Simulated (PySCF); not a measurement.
# Electronic structure of Li (lithium, neutral) at the UHF level

Configuration: [He] 2p1, 2P determinant (an excited configuration). Computed with PySCF 2.14 in dyall-acv3z, with scalar relativity by spin-free X2C-1e.

- Total energy: -7.365740 hartree
- One-electron energy: -9.5411 hartree
- Hartree (Coulomb) energy: 3.9303 hartree
- Exchange energy: -1.7550 hartree
- ⟨S²⟩: 0.7500
- ⟨L²⟩: 2.000
- Sum of ⟨r⟩: 5.941 bohr
- Sum of ⟨r²⟩: 28.71 bohr²
- Traceless quadrupole moment −½Σ⟨3z² − r²⟩ along its main axis: -11.1 e·bohr²
- Langevin diamagnetic susceptibility: -22.7 ×10⁻⁶ cm³/mol

| shell | electrons | mean orbital energy (hartree) | rms radius, mean of both spins (bohr) |
| --- | --- | --- | --- |
| 1s α | 1 | -2.53148 | 0.669 |
| 1s β | 1 | -2.53020 | 0.669 |
| 2p α | 1 | -0.12870 | 5.27 |

Spin-orbit constants ζ (cm⁻¹) from the X2C one-electron operator on these orbitals: bare nucleus, nucleus screened by l(l+1)(2l+1)/3 electrons, and screened by the Breit-Pauli mean field of the electrons.

```csv
shell,bare,screened nucleus,mean field
2p,1.026,0.3421,0.1465
```

To first order the Landé constant is A = 0.1465 cm⁻¹, so the lowest level has J = 1/2 and lies 1.82e-05 eV below the centre of the term.
